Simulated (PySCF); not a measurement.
C₃H₇FSi.
Numbering: `[CH3:1]/[C:2]([F:3])=[CH:4]\[SiH3:5]` (hydrogens: H6, H7, H8 on C1; H9 on C4; H10, H11, H12 on Si5)

Cartesian coordinates in Å at the PBE0-D3(BJ)/def2-SVP level; atoms count from 1:
```xyz
12
C3H7FSi angstrom
C      1.2988   -0.9864    0.3684
C      1.0146    0.4637    0.2191
F      2.1078    1.1993    0.4560
C     -0.1350    1.0665   -0.1012
Si    -1.7406    0.1898   -0.4537
H      2.1162   -1.2807   -0.3086
H      1.6349   -1.2000    1.3956
H      0.4171   -1.6019    0.1492
H     -0.1026    2.1608   -0.1442
H     -2.7513    1.1956   -0.8951
H     -2.2703   -0.5155    0.7566
H     -1.5849   -0.8378   -1.5314
```

Jobs on this species (12 atoms, 48 electrons) with PySCF (density fitting). Hardware of each: one thread, Arm Neoverse V1 (aarch64) (shared host). Times come from a shared host and carry two figures at best. Peak memory is the resident size of the whole Python process, interpreter and libraries included.

```tsv
level and settings	work	basis functions	SCF cycles	wall time	peak memory
PBE0-D3(BJ)/def2-SVP, grid level 1	geometry optimisation from a GFN2-xTB start shaken at random	109	?	?	?
delta-SCF UKS PBE0, pcX-2 on the ionised atom, pcseg-1 elsewhere, spin-free X2C	ΔSCF core ionisation, 6 holes	151	?	?	?
delta-SCF UKS SCAN, def2-TZVP on the ionised atom, pcseg-1 elsewhere, spin-free X2C	ΔSCF core ionisation, 6 holes	128	?	?	?
delta-SCF UKS SCAN, pcX-2 on the ionised atom, pcseg-1 elsewhere, spin-free X2C	ΔSCF core ionisation, 6 holes	151	102	38 s	0.54 GiB
delta-SCF UKS B3LYP, pcX-2 on the ionised atom, pcseg-1 elsewhere, spin-free X2C	ΔSCF core ionisation, 6 holes	151	88	41 s	0.62 GiB
delta-SCF UKS PBE, pcX-2 on the ionised atom, pcseg-1 elsewhere, spin-free X2C	ΔSCF core ionisation, 6 holes	151	95	22 s	0.55 GiB
delta-SCF UKS SCAN, pcX-2 on the ionised atom, pcseg-1 elsewhere, non-relativistic	ΔSCF core ionisation, 6 holes	151	101	37 s	0.55 GiB
delta-SCF UKS SCAN, pcX-1 on the ionised atom, pcseg-1 elsewhere, spin-free X2C	ΔSCF core ionisation, 6 holes	131	100	30 s	0.55 GiB
```

Problem. Fill in the missing figures.

Solution. 
- PBE0-D3(BJ)/def2-SVP, grid level 1; geometry optimisation from a GFN2-xTB start shaken at random: 41 s, 0.46 GiB, 62 SCF cycles
- delta-SCF UKS PBE0, pcX-2 on the ionised atom, pcseg-1 elsewhere, spin-free X2C; ΔSCF core ionisation, 6 holes: 38 s, 0.63 GiB, 87 SCF cycles
- delta-SCF UKS SCAN, def2-TZVP on the ionised atom, pcseg-1 elsewhere, spin-free X2C; ΔSCF core ionisation, 6 holes: 35 s, 0.55 GiB, 101 SCF cycles

Problem. What do all jobs in the table cost together?

Solution. About 4.7 min; the longest takes about 15 % of that, and about 1.9 times as long as the shortest.
